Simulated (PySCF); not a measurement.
A structure optimised at PBE0-D3(BJ)/def2-SVP (Å):
```
Si
S   1  2.1441
C   2  1.8513  1  101.32
C   3  1.5246  2  114.28  1    56.08
C   4  1.5232  3  113.97  2    63.08
C   5  1.5257  4  113.00  3    58.95
C   6  1.5200  5  112.81  4   -58.29
S   3  1.8121  2  108.26  1  -178.67
H   1  1.4961  2  109.91  3    45.39
H   1  1.4955  2  113.61  3   -76.03
H   1  1.4910  2  105.61  3   164.41
H   3  1.1005  2  107.10  1   -66.47
H   4  1.1035  3  106.90  2  -175.11
H   4  1.1044  3  109.53  2   -60.45
H   5  1.1037  4  108.84  3   -62.85
H   5  1.1012  4  109.08  3  -178.76
H   6  1.1037  5  109.76  4    63.41
H   6  1.1032  5  109.53  4  -179.62
H   7  1.1004  6  111.56  5   177.97
H   7  1.1025  6  111.14  5   -62.01
```
Z-matrix in Å and degrees, rows numbered from 1.

Neutral, closed shell.

(1) Read off the bonds between heavy atoms and their formal orders.

(2) Give the structure as a SMILES string.

(3) What is the point group of this geometry?

(4) Which rings does it hold (smallest set)?

(5) Describe the place of each heavy atom.

(6) What is the arrangement about C4?

(7) What is the arrangement about C6?

## Answers

(1) Si1–S2 (single); S2–C3 (single); C3–C4 (single); C4–C5 (single); C5–C6 (single); C6–C7 (single); C7–S8 (single); C3–S8 (single). Hydrogens: H9, H10, H11 on Si1; H12 on C3; H13, H14 on C4; H15, H16 on C5; H17, H18 on C6; H19, H20 on C7.

(2) `[SiH3]S[C@H]1CCCCS1`, C5H12S2Si. Among its features: sulfide and Si–H bond.

(3) C1 (no symmetry element, even within 0.4 Å).

(4) C3–C4–C5–C6–C7–S8 (6 members, 0.26 Å rms from planarity).

(5) Si1: SiH3 silicon; S2: sulfur bonded to C and Si; C3: sp3 carbon bound to sulfur; C4: ring CH2 carbon; C5: ring CH2 carbon; C6: ring CH2 carbon; C7: sp3 carbon bound to sulfur; S8: sulfide sulfur.

(6) It has 4 neighbours (C3, C5, H13, H14) and is distorted tetrahedral (angles from 106.2° to 114.0°).

(7) It has 4 neighbours (C5, C7, H17, H18) and is tetrahedral (angles from 106.8° to 112.8°).

These are computed values.
